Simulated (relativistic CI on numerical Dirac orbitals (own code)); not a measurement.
What each ingredient does to the levels of Nd XX

Base calculation: Dirac-Coulomb-Breit CI, separate exchange-only KLI orbitals for each configuration, model QED, unscaled Slater integrals.

CI space (outside the closed core [Ar] 3d10): 4s²4p⁶4d⁵, 4s²4p⁵4d⁶, 4s²4p⁶4d⁴4f, 4s4p⁶4d⁶, 4s²4p⁵4d⁵4f, 4s²4p⁶4d⁴5s, 4s4p⁶4d⁵4f, 4s²4p⁶4d⁴5p, 4s²4p⁶4d³4f5s, 4s²4p⁶4d⁴5d, 4s²4p⁶4d³5s5p, 4s²4p⁵4d⁵5s, 4s²4p⁶4d⁴5f, 4s²4p⁶4d⁴6s, 4s²4p⁶4d⁴5g, 4s²4p⁶4d⁴6p, 4s²4p⁶4d⁴6f, 4p⁶4d⁶4f, 4p⁶4d⁷, 4p⁵4d⁸, 4p⁵4d⁷4f, 4s²4p⁶4d³5s², 4s²4p⁶4d²4f5s², 4s²4p⁵4d³4f5s², 4s4p⁶4d³4f5s². Double excitations out of closed p, d and f shells are left out; levels of such configurations are missing from the list, as are those of other unlisted configurations, and high levels can miss mixing partners. These lack a partner that the ground configuration has and come out too high: 4s²4p⁵4d⁵5s.

The lowest level and the first level of each name with at least 55 % of one term (blank where a level has no safe partner in the second run):

| Level | Base (cm⁻¹) | Shift (cm⁻¹) |
| --- | --- | --- |
| 4s²4p⁶4d⁵ ⁶S5/2 | 0 | 0 |
| 4s²4p⁶4d⁵ ⁴G7/2 | 60476 | +1874 |
| 4s²4p⁶4d⁵ ⁴G11/2 | 63138 | +2642 |
| 4s²4p⁶4d⁵ ⁴G9/2 | 68050 | +2473 |
| 4s²4p⁶4d⁵ ²I11/2 | 95561 | +4043 |
| 4s²4p⁶4d⁵ ⁴D1/2 | 102883 | +883 |
| 4s²4p⁶4d⁵ ²I13/2 | 105370 | +4889 |
| 4s²4p⁶4d⁵ ²G7/2 | 131149 | +3225 |
| 4s²4p⁶4d⁵ ²D3/2 | 141950 | +1886 |
| 4s²4p⁶4d⁵ ²S1/2 | 151839 | +2019 |
| 4s²4p⁶4d⁵ ²H11/2 | 158254 | +1265 |
| 4s²4p⁶4d⁵ ²P3/2 | 212265 | +419 |
| 4s²4p⁶4d⁵ ²P1/2 | 229121 | +1288 |
| 4s²4p⁵4d⁶ ⁶F°11/2 | 884224 |  |
| 4s²4p⁵4d⁶ ⁴H°13/2 | 943637 |  |
| 4s²4p⁵4d⁶ ⁴I°15/2 | 970166 |  |

At this charge energies of transitions that change n are usually good to better than 1 %, and those within a shell (Δn = 0) to a few per cent. Terms inside the open d or f shell come out 10 to 20 % too wide with unscaled integrals.

**Question.** One thing was changed in a second run, which moved the levels as shown. Which?
A. QED terms removed
B. Breit term removed
C. only the first configuration
D. P86 correlation estimate

**Answer.** C. Only the first configuration. With fewer configurations the levels that remain lose their mixing partners.

LS names give the leading component of a level, which can be under half, so a name can repeat, a term be missing and a line seem to break the LS rules.
